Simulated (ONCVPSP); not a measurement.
# What one change does to a pseudopotential (Hf, ONCV)

hafnium, optimised norm-conserving Vanderbilt (ONCV), made with ONCVPSP 4.0.1 (PBE, scalar-relativistic). Core [Kr] 4d10 4f14 5s2, reference 5p6 5d3 6s1. Waves: 6s: rc 2.60 bohr, ncon 4, nbas 8, qcut 2.1 1/bohr, 2 projectors, debl 1.2 Ha; 5p: rc 1.85 bohr, ncon 4, nbas 7, qcut 9.2 1/bohr, 2 projectors, debl 2.3 Ha; 5d: rc 3.10 bohr, ncon 3, nbas 8, qcut 5.6 1/bohr, 2 projectors, debl 2.2 Ha. Local part: polynomial inside 1.85 bohr (lpopt 5, dvloc0 -1 Ha). Core correction: Teter function, parameters optimised by the program.

Change: d: rc 3.38.

Cutoffs: the cutoffs (Ha) at which the residual kinetic energy of the hardest occupied pseudo-wave falls to 1 and 0.1 mHa per electron; they do not see the model core or the augmentation charge, which bear on the density cutoff. Errors are all-electron minus pseudo energies relative to the spin-unpolarised reference configuration.

Predict the effect on cutoff, ghosts and configuration errors.

The potential gets neither clearly harder nor softer (23 Ha and 29 Ha → 23 Ha and 29 Ha); both files keep a bound ghost (s); of the 3 tests that both files solve, the error grows in 1 and shrinks in 2 by more than 15 % and 0.3 meV (median size 5.7 → 0.7 meV).

```tsv
quantity	base	changed
cutoff, loose	23 Ha	23 Ha
cutoff, tight	29 Ha	29 Ha
loose cutoff by channel	s 2.9 Ha, p 23 Ha, d 8.9 Ha	s 2.9 Ha, p 23 Ha, d 8.5 Ha
bound ghosts	s	s
GHOST(+) flags under 300 eV	none	none
tests with a reliable result	3 of 4	3 of 4
error for 5p6 5d2 6s2, meV [ΔE -2.59 eV]	-5.7	-0.6
error for 5p6 5d2 6s1, meV [ΔE 5.38 eV]	-1.8	+0.7
error for 5p6 5d2 6s0, meV [ΔE 19.56 eV]	-11	-14
s: phases at 2.64 bohr within 0.05 rad from the reference energy up to (Ha; the scan ends near 5)	2.4	2.4
p: phases at 1.88 bohr within 0.05 rad from the reference energy up to (Ha; the scan ends near 5)	to the end of the scan	to the end of the scan
rms error of d²Exc/dni dnj with the model core, mHa	0.40	0.49
```

 A true bound ghost makes a file unfit for plane-wave use even where its test errors are small: the radial tests pick states by their node count and pass the ghost by.
